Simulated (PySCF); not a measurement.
Zr(F)3(OH) (F3HOZr), SMILES [OH][Zr]([F])([F])[F], multiplicity 1.

Geometry: B3LYP-D3(BJ)/def2-SVP. The spin state was assumed, not searched. The structure was generated by enumeration; whether it is a known compound was not checked. The def2 effective core potentials stand for the cores of Zr; spin–orbit coupling is left out. The values are those of a single conformer.

Method: PySCF 2.14.0 with B3LYP-D3(BJ)/def2-SVP.

Frequencies are harmonic and unscaled.

Modes within 1.5 cm⁻¹ of each other (mostly degenerate sets) share a row, with their intensities summed.

```
mode  ν (cm⁻¹)  IR (km/mol)  Raman (Å⁴/amu)  depolarisation  moving atoms (share of kinetic energy)
----  --------  -----------  --------------  --------------  --------------------------------------
1–2        158          7.7             2.1            0.75                                  F 91 %
3–4        171          4.1             3.7            0.75         O 36 %, F 35 %, Zr 15 %, H 13 %
5          175         28.7             0.4            0.68                         F 72 %, Zr 22 %
6–7        313        393.2             5.8            0.75                          H 82 %, O 16 %
8          671         48.9             7.3            0.00                                  F 94 %
9–10       690        356.7             0.4            0.75                         F 76 %, Zr 24 %
11         758        171.2             5.6            0.04                         O 77 %, Zr 18 %
12        3963        314.6           148.7            0.31                                  H 94 %
```
